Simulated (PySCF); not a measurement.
H8NSi2, SMILES [SiH3][NH2+][SiH3], charge +1.

Geometry: PBE0-D3(BJ)/def2-SVP. The isomer is the one that the SMILES or the coordinates give; other isomers of the formula were not compared.

Method: PBE0-D3(BJ)/def2-SVP (PySCF).

Frequencies are harmonic and unscaled.

| mode | ν (cm⁻¹) | IR (km/mol) | moving atoms (share of kinetic energy) |
|---|---|---|---|
| 1 | 41 | 0.0 | H 98 % |
| 2 | 139 | 2.0 | H 80 %, N 16 % |
| 3 | 176 | 1.7 | Si 58 %, H 24 %, N 18 % |
| 4 | 509 | 0.9 | H 97 % |
| 5 | 516 | 0.0 | Si 42 %, H 31 %, N 28 % |
| 6 | 581 | 22.2 | H 73 %, Si 15 %, N 12 % |
| 7 | 605 | 0.0 | H 94 % |
| 8 | 676 | 140.5 | N 42 %, H 36 %, Si 22 % |
| 9 | 754 | 55.4 | H 65 %, N 24 %, Si 10 % |
| 10 | 848 | 103.9 | H 68 %, N 25 % |
| 11 | 899 | 199.2 | H 94 % |
| 12 | 915 | 0.0 | H 97 % |
| 13 | 918 | 48.3 | H 96 % |
| 14 | 925 | 77.0 | H 96 % |
| 15 | 925 | 80.3 | H 96 % |
| 16 | 934 | 51.0 | H 91 %, Si 9 % |
| 17 | 1093 | 0.0 | H 97 % |
| 18 | 1149 | 167.5 | H 78 %, N 21 % |
| 19 | 1569 | 60.5 | H 93 % |
| 20 | 2293 | 13.2 | H 99 % |
| 21 | 2294 | 3.4 | H 99 % |
| 22 | 2326 | 0.0 | H 95 % |
| 23 | 2329 | 19.2 | H 95 % |
| 24 | 2330 | 35.1 | H 95 % |
| 25 | 2330 | 49.9 | H 95 % |
| 26 | 3444 | 96.2 | H 95 % |
| 27 | 3506 | 111.5 | H 92 %, N 8 % |
